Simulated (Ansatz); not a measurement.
# Worked example: the interaction energy

The pair of Cl⁻ (SMILES [Cl-], atom 1) and CH₄S (SMILES CS, atoms 2–7), both closed shells, in one local arrangement (a lower one may exist), relaxed at PBE0-D4/def2-TZVPD:

```
7
angstrom
Cl -0.1198 -0.2931 -2.7754
C 0.3829 0.1055 0.7948
S -1.3738 -0.0455 0.3811
H 0.9360 0.0367 -0.1447
H 0.6977 -0.6993 1.4624
H 0.5918 1.0661 1.2703
H -1.1148 -0.1704 -0.9884
```

Both fragments are computed in the basis of the whole pair.

Computed with Ansatz 0.2.0 (basis: def2-TZVPPD and def2-QZVPPD); correlated methods freeze the cores.

Energies in eV:

| quantity | pair | first fragment | second fragment |
| --- | --- | --- | --- |
| Hartree–Fock, triple zeta (X = 3) | -24417.45239 | -12505.39549 | -11911.69800 |
| Hartree–Fock, quadruple zeta (X = 4) | -24418.12510 | -12505.71729 | -11912.04750 |
| MP2 correlation, X = 3 | -15.86270 | -5.58851 | -9.97856 |
| MP2 correlation, X = 4 | -17.13051 | -6.12653 | -10.67670 |
| CCSD(T) correlation, X = 3 | -17.85250 | -6.26336 | -11.34900 |

(1) Work out the interaction energy at the basis limit: extrapolate Hartree–Fock as E(X) = E∞ + A exp(−7.88 √X) and the MP2 correlation as E(X) = E∞ + B X^−2.97 (the exponents that Neese and Valeev fitted for def2-TZVPP and QZVPP, reused here for the diffuse sets), then add CCSD(T) − MP2 in triple zeta.

The T1 diagnostic stays at or below 0.010.

## Answers

(1) Each step is linear, so take the differences first (pair − first fragment − second fragment): Hartree–Fock -0.35890 (X = 3) and -0.36031 (X = 4); MP2 correlation -0.29563 and -0.32728; CCSD(T) correlation -0.24014.
Two points give E∞ = E(4) + w [E(4) − E(3)], with w = 1/(exp(7.88 (2 − √3)) − 1) = 0.1377 for Hartree–Fock and w = 1/((4/3)^2.97 − 1) = 0.7407 for the correlation.
Hartree–Fock: -0.36031 + 0.1377 × (-0.00141) = -0.3605 eV.
MP2 correlation: -0.32728 + 0.7407 × (-0.03165) = -0.3507 eV.
CCSD(T) − MP2: -0.24014 − (-0.29563) = 0.0555 eV.
Sum: -0.3605 + (-0.3507) + 0.0555 = -0.6557 eV, or -15.12 kcal/mol. Plain CCSD(T) in triple zeta gives -0.5990 eV, so the larger basis shifts the result by -0.0567 eV.

For scale, one of the runs: CCSD(T)/def2-TZVPPD, 207 basis functions, launched by `ansatz run in.yaml --threads 2 --pin off --events-out ev --progress --plain --max-ram 5222MiB`. Time: 41 s of wall clock on 2 CPU threads of an Intel Xeon Platinum 8488C; the host was shared. Peak host memory: 2.6 GiB.
